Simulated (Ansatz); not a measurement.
Start from `C#[C][In]([F])[F]` and change one atom or group to get `C[CH2][In]([F])[F]`.

Ansatz, PBE0-D4/def2-TZVP geometries, multiplicity 1. Each molecule was computed in one conformer, which needn't be the lowest.

Elements past krypton have def2 core potentials.

```
                                      property  `C#[C][In]([F])[F]`
            LUMO energy (PBE0/def2-TZVPP) / eV                -2.01
zero-point energy (PBE0-D4/def2-TZVP) / kJ/mol                 57.2
size of the dipole moment (PBE/def2-TZVPP) / D                 3.61
       HOMO–LUMO gap (ωB97M-V/def2-TZVPP) / eV                11.12
          HOMO–LUMO gap (PBE0/def2-TZVPP) / eV                 7.09
             HOMO energy (PBE/def2-TZVPP) / eV                -7.84
```

**Question.** What does the change do to each property? (Estimate.)

**Answer.** Ansatz gave: 
```
                                      property  `C[CH2][In]([F])[F]`  shift
            LUMO energy (PBE0/def2-TZVPP) / eV                 -1.64   0.37
zero-point energy (PBE0-D4/def2-TZVP) / kJ/mol                 179.1  121.9
size of the dipole moment (PBE/def2-TZVPP) / D                  4.87   1.26
       HOMO–LUMO gap (ωB97M-V/def2-TZVPP) / eV                 10.97  -0.15
          HOMO–LUMO gap (PBE0/def2-TZVPP) / eV                  6.98  -0.11
             HOMO energy (PBE/def2-TZVPP) / eV                 -7.31   0.53
```

With PBE0 the HOMO rises by 0.48 eV and the LUMO rises by 0.37 eV, so the gap narrows by about 0.11 eV. PBE moves the HOMO by 0.53 eV and ωB97M-V by 0.59 eV. The zero-point energy changes by 121.9 kJ/mol with +12 modes. Dipoles are sizes alone; their direction can turn.
